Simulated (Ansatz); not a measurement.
`C[Se][GeH2][F]` + H₂ → `C[SeH]` + `[F][GeH3]` at 298.15 K and 1 bar (hydrogenolysis of the Se–Ge bond).

Program: Ansatz. Geometries: PBE0-D4/def2-TZVP. ΔE: electronic, gas phase. CCSD(T)/CBS adds triple-zeta CCSD(T) − MP2 to the extrapolated MP2 energy (def2 sets, frozen cores). This one scheme is used for every species. For Ge, Se outer-core shells are correlated without core-valence functions, which leaves a few kJ/mol of doubt a bond. Scalar relativity is left out up to krypton. One conformer a species, not always the lowest.

| species | CCSD(T)/CBS energy (Eh) | H − E (kJ/mol) | S (J/(mol·K)) |
| --- | --- | --- | --- |
| `C[Se][GeH2][F]` | -4617.72550 | 168.7 | 362.2 |
| H₂ | -1.17544 | 35.1 | 130.4 |
| `C[SeH]` | -2441.15625 | 129.5 | 267.5 |
| `[F][GeH3]` | -2177.72589 | 78.1 | 252.0 |

H − E and S are ideal-gas, rigid-rotor, harmonic terms from PBE0-D4/def2-TZVP, for one conformer and one mirror image of each species. The MP2-based limit puts H₂ 0.8 mEh under its directly extrapolated value; such offsets cancel only in part. 1 Eh = 2625.50 kJ/mol, R = 8.31446 J/(mol·K).

**Question.** By hand: ΔE, ΔH, ΔS and ΔG.

**Answer.** ΔE = (-2441.15625) + (-2177.72589) − (-4617.72550) − (-1.17544) = 0.01880 Eh = 49.4 kJ/mol. Δ(H − E) = 129.5 + 78.1 − 168.7 − 35.1 = 3.8, so ΔH = 53.2 kJ/mol. ΔS = 267.5 + 252.0 − 362.2 − 130.4 = 26.9 J/(mol·K). ΔG = 53.2 − 298.15 × (26.9)/1000 = 45.2 kJ/mol.

**Question.** By hand: the equilibrium constant, and the temperature at which ΔG would vanish if ΔH and ΔS stayed fixed.

**Answer.** log₁₀ K = −ΔG/(RT ln 10) = -7.9. ΔG = 0 at ΔH/ΔS = 1978 K.

ΔH outweighs TΔS. A doubt of 5 kJ/mol in ΔE shifts log₁₀ K by 0.9 here. Other conformers and mirror images would add mixing entropy, several J/(mol·K) or more a flexible species. Modes under 60 cm⁻¹, often nearly free rotors, make the harmonic entropy too high. These are equilibria of isolated gas molecules and say nothing of rates. Largest T1 diagnostic: 0.012 (customary marks: 0.02 for closed shells, 0.045 for open ones).
